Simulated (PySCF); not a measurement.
## How the method moves the HOMO and LUMO of `[BH3-][O+]1CC[C@@H]1F`

Compound: C3H8BFO.
Cartesian coordinates in Å at the PBE0-D3(BJ)/def2-SVP level; atoms count from 1:
```xyz
14
C3H8BFO angstrom
B      2.5814    0.2573    0.1419
O      1.0234    0.5867    0.4824
C      0.2527    1.4878   -0.3568
C     -0.9313    0.5234   -0.3067
C      0.0222   -0.4352    0.3955
F     -0.3467   -0.8412    1.6120
H      2.5434   -0.1255   -1.0255
H      3.1391    1.3284    0.3040
H      2.8631   -0.6082    0.9521
H      0.1479    2.4679    0.1258
H      0.7438    1.5838   -1.3349
H     -1.7447    0.8367    0.3601
H     -1.3324    0.1830   -1.2685
H      0.4124   -1.2924   -0.1753
```

Basis pcSseg-1 throughout (PySCF), one geometry. Isolated species at its PBE0-D3(BJ)/def2-SVP geometry (one conformer only).

Q: How do the orbital energies, the gap and the dipole change with the method?

A: 
```csv
method,kind,HOMO (eV),LUMO (eV),gap (eV),μ (D),SCF cycles
BLYP,GGA,-6.41,-0.11,6.30,5.47,15
OPBE,GGA,-6.42,-0.04,6.38,5.45,14
PBE,GGA,-6.49,-0.26,6.24,5.45,14
B97-D,GGA,-6.50,-0.09,6.41,5.50,14
LDA,LDA,-6.56,-0.58,5.97,5.47,14
KT2,GGA,-6.57,-0.40,6.17,5.41,15
KT3,GGA,-6.60,-0.24,6.35,5.41,14
BP86,GGA,-6.60,-0.33,6.27,5.48,14
B97-2,global hybrid,-7.63,0.80,8.43,5.59,14
B3LYP,global hybrid,-7.69,0.52,8.21,5.59,14
PBE0,global hybrid,-7.89,0.80,8.68,5.60,14
mPW1PW91,global hybrid,-7.92,0.81,8.73,5.61,14
BHandHLYP,global hybrid,-9.24,1.56,10.80,5.73,12
CAM-B3LYP,range-separated hybrid,-9.35,1.72,11.07,5.66,13
wB97X-D,range-separated hybrid,-9.84,2.63,12.47,5.65,14
LC-wPBE,range-separated hybrid,-10.75,3.04,13.79,5.70,13
HF,Hartree–Fock,-11.33,3.71,15.04,5.95,10
```

The HOMO spans 4.92 eV, from BLYP down to HF, and the gap runs from 5.97 eV (LDA) to 15.04 eV (HF). Over the methods BLYP (0 %), OPBE (0 %), PBE (0 %), B97-D (0 %), LDA (0 %), KT2 (0 %), KT3 (0 %), BP86 (0 %), B97-2 (21 %), B3LYP (20 %), PBE0 (25 %), mPW1PW91 (25 %), BHandHLYP (50 %), HF (100 %), a straight line through the gap against the share of exact exchange rises by 0.89 eV for each 10 % (correlation coefficient 0.998). The dipole ranges from 5.41 D (KT2) to 5.95 D (HF). This basis has no diffuse functions.
